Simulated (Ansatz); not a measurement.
One change: `C[O][In]([NH2])[SH]` becomes `C[O][In]([SH])[SH]`.

Ansatz, PBE0-D4/def2-TZVP geometries, multiplicity 1. Each molecule was computed in one conformer, which needn't be the lowest.

Elements past krypton have def2 core potentials.

```
                                                                                  property  `C[O][In]([NH2])[SH]`
                                            size of the dipole moment (PBE/def2-TZVPP) / D                   1.00
ideal-gas entropy at 298 K and 1 bar (rigid rotor, harmonic PBE0-D4/def2-TZVP) / J/(mol·K)                    411
                                                        LUMO energy (PBE0/def2-TZVPP) / eV                  -1.35
                                                       LUMO energy (B3LYP/def2-TZVPP) / eV                  -1.67
                                                         LUMO energy (PBE/def2-TZVPP) / eV                  -2.22
                                            zero-point energy (PBE0-D4/def2-TZVP) / kJ/mol                  197.7
```

(1) What does the change do to each property? (Best estimate.)

## Answers

(1) Ansatz gave: 
| property | `C[O][In]([SH])[SH]` | shift |
| --- | --- | --- |
| size of the dipole moment (PBE/def2-TZVPP) / D | 1.26 | 0.26 |
| ideal-gas entropy at 298 K and 1 bar (rigid rotor, harmonic PBE0-D4/def2-TZVP) / J/(mol·K) | 422 | 11 |
| LUMO energy (PBE0/def2-TZVPP) / eV | -1.72 | -0.37 |
| LUMO energy (B3LYP/def2-TZVPP) / eV | -2.01 | -0.34 |
| LUMO energy (PBE/def2-TZVPP) / eV | -2.58 | -0.36 |
| zero-point energy (PBE0-D4/def2-TZVP) / kJ/mol | 156.1 | -41.6 |

With PBE0 the HOMO falls by 0.22 eV and the LUMO falls by 0.37 eV, so the gap narrows by about 0.15 eV. PBE moves the HOMO by -0.27 eV and ωB97M-V by -0.13 eV. The zero-point energy changes by -41.6 kJ/mol with -3 modes. Dipoles are sizes alone; their direction can turn. Modes under 60 cm⁻¹, often nearly free rotors, make the harmonic entropy too high.

B3LYP here is the variant with VWN-RPA as its local correlation; programs differ in this.
